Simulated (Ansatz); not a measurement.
# Ligand exchange: GeH3Br + C2H3F2I → GeH3I + C2H3BrF2

Species: GeH3Br `[GeH3][Br]`, singlet; C2H3F2I `FCC(F)I`, singlet; GeH3I `[GeH3][I]`, singlet; C2H3BrF2 `FCC(F)Br`, singlet. The partners trade Br for I: Ge–Br and C–I bonds give way to Ge–I and C–Br.

Shapes, held fixed at every level: PBE0-D4/def2-TZVP. Flexible molecules stand in one conformer, not always the lowest. Programs: Ansatz 0.2.0. Electronic energies: no zero-point or thermal term.

```tsv
level	kind	ΔE (kJ/mol)	less CCSD(T)/def2-TZVPP
HF/def2-TZVPP	Hartree–Fock	+1.2	-5.6
PBE-D4/def2-TZVPP	GGA	+6.5	-0.3
r2SCAN-D4/def2-TZVPP	meta-GGA	+6.3	-0.5
B3LYP-D4/def2-TZVPP	global hybrid	+6.5	-0.3
wB97M-V/def2-TZVPP	range-separated hybrid	+4.8	-2.0
wB97X-V/def2-TZVPP	range-separated hybrid	+4.3	-2.5
MP2/def2-TZVPP	perturbation theory	+6.7	-0.1
CCSD(T)/def2-TZVPP	coupled cluster or CI	+6.8	0.0
```

The highest level, CCSD(T)/def2-TZVPP, gives ΔE = +6.8 kJ/mol; the levels span +1.2 to +6.8. The column of differences is taken from that level and isn't an error. No measured value is set beside it here. For atoms past krypton def2 sets carry core potentials with scalar relativity. Relativity is left out for Br, Ge. Outer-core shells of Br, Ge, I are correlated, in sets that cover them unevenly.
